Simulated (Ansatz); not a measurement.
Input file for C₂H₁₀InNO₂Si (`C[N](C)[In]([OH])[O][SiH3]`):

```yaml
crystal:
  periodic: [false, false, false]
  atoms:
    - {symbol: C, position_ang: [0.891794, -1.483637, -0.082881]}
    - {symbol: N, position_ang: [0.752212, -0.291828, -0.878718]}
    - {symbol: C, position_ang: [1.422183, -0.365229, -2.152466]}
    - {symbol: In, position_ang: [-0.460398, 1.204263, -0.389771]}
    - {symbol: O, position_ang: [-0.758277, 2.817205, -1.480418]}
    - {symbol: O, position_ang: [-1.433901, 1.226060, 1.337763]}
    - {symbol: Si, position_ang: [-1.628213, 0.257808, 2.626318]}
    - {symbol: H, position_ang: [0.477336, -2.368724, -0.589134]}
    - {symbol: H, position_ang: [1.950500, -1.694392, 0.128293]}
    - {symbol: H, position_ang: [0.382003, -1.385671, 0.878265]}
    - {symbol: H, position_ang: [1.039449, -1.190649, -2.771879]}
    - {symbol: H, position_ang: [2.501488, -0.531579, -2.020336]}
    - {symbol: H, position_ang: [1.299375, 0.559435, -2.720290]}
    - {symbol: H, position_ang: [-1.355445, 3.426920, -1.039232]}
    - {symbol: H, position_ang: [-2.549370, 0.900461, 3.601534]}
    - {symbol: H, position_ang: [-2.201289, -1.066721, 2.239706]}
    - {symbol: H, position_ang: [-0.329447, -0.013702, 3.313256]}
basis:
  gaussian: {orbitals: def2-SVP}
correlation: {method: ccsd_t}
```

```sh
$ ansatz run in.yaml --threads 2 --pin off --events-out ev --progress --plain --max-ram 22528MiB --backend cuda --devices 0, --max-vram 18GiB
```

Log, shortened:

```
Functional definition: HF
1711 factors; integrals over basis functions are off by at most 1.4e-3 eV
mean field evaluation 1: about -20771.9952 eV, gradient 5.6e1 eV
mean field evaluation 2: about -20772.0227 eV, gradient 5.6e1 eV
mean field evaluation 4: about -20778.7268 eV, gradient 4.4e0 eV
mean field evaluation 8: about -20778.7949 eV, gradient 1.1e-1 eV
mean field evaluation 16: about -20778.7584 eV, gradient 1.1e0 eV
mean field -20778.79498523 eV, -763.6066313343 hartree, gradient 1.2e-6 eV, S^2 0.000000; 0 other end points of the search recorded, 0 dependent functions left out
14 core orbitals not correlated: weight in the atoms' cores, before any rotation towards them, 1.000 or more for the frozen orbitals, at most 0.000 for the correlated occupied ones
reference -20778.79498523 eV, -763.6066313343 hartree; 26, 26 occupied and 124, 124 virtual orbitals, 1711 factors
second order -27.86416886 eV of doubles, -0.00000000 eV of singles
cycle   1  -28.59809383 eV  change   -7.3e-1 eV  update   1.4e-1
cycle   2  -29.39861472 eV  change   -8.0e-1 eV  update   4.3e-2
cycle   3  -29.64410303 eV  change   -2.5e-1 eV  update   2.6e-2
cycle   4  -29.63829164 eV  change    5.8e-3 eV  update   7.3e-3
cycle   5  -29.63291496 eV  change    5.4e-3 eV  update   3.5e-3
cycle   6  -29.63371430 eV  change   -8.0e-4 eV  update   1.3e-3
cycle   7  -29.63314904 eV  change    5.7e-4 eV  update   4.9e-4
cycle   8  -29.63296357 eV  change    1.9e-4 eV  update   2.0e-4
cycle   9  -29.63306464 eV  change   -1.0e-4 eV  update   7.9e-5
cycle  10  -29.63307691 eV  change   -1.2e-5 eV  update   3.2e-5
perturbative correction -0.81559718 eV, -0.0299726434 hartree
Total energy: -20809.24365932 eV, -764.7255994682 hartree
```

It took 3.1 s on 2 threads of an AMD EPYC 7R13 on a shared host and a share of an NVIDIA H100 80 GB, with 0.81 GiB of host memory at the peak.

MP2 recovers 91.5 % of the CCSD(T) correlation energy and the triples give 2.7 %; T1 = 0.0141.
